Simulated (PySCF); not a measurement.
C2H7ClSi3, SMILES C1=C[Si@@H](Cl)[SiH2][SiH2]1. Atoms are numbered in the order given.

```xyz
13

Cl     2.3938     0.4428    -1.0313
Si     1.0505    -0.0047     0.5130
C      0.2488    -1.6702     0.1614
C     -1.0794    -1.8030    -0.0455
Si    -2.2902    -0.3449    -0.0048
Si    -0.8196     1.4215     0.5056
H      1.8480    -0.0514     1.7703
H      0.8872    -2.5640     0.1098
H     -1.4773    -2.8076    -0.2522
H     -2.9849    -0.2126    -1.3201
H     -3.3320    -0.5714     1.0414
H     -0.7320     2.4753    -0.5431
H     -1.0883     2.0367     1.8377
```
Charge 0, spin multiplicity 1.

Coordinates come from a B3LYP-D3(BJ)/def2-SVP optimisation. The structure was generated by enumeration; whether it is a known compound was not checked.

Method: SMD-B3LYP/6-31G* (PySCF).

Solvation free energies are E(SMD) − E(gas) at the gas-phase geometry, for 1 M in both phases. In vacuum the dipole moment is 2.16 D.

**Question.** Estimate the solvation free energies in water, ethanol, chloroform. (Estimate from the structure and the level; the computed values follow.)

**Answer.** 
```
solvent     ΔG(solv) (kcal/mol)  its non-electrostatic (CDS) part  dipole (D)
----------  -------------------  --------------------------------  ----------
water                       2.0                               4.6        2.82
ethanol                    -3.1                              -0.6        2.79
chloroform                 -3.4                              -1.5        2.63
```
